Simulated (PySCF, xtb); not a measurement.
SiHFCl₂, SMILES F[SiH](Cl)Cl.

GFN2-xTB (xtb 6.7.1) at its own geometry gives an orbital gap of 6.76 eV and a dipole moment of 1.43 D.

Geometry: ωB97X-D3(BJ)/def2-SVP.

### Question
What does B3LYP/def2-TZVPD in PySCF give? (The exact figures need the calculation; the answer reports its results.)

### Answer
gap 8.95 eV (levels -9.40 and -0.45 eV), dipole 1.16 D.
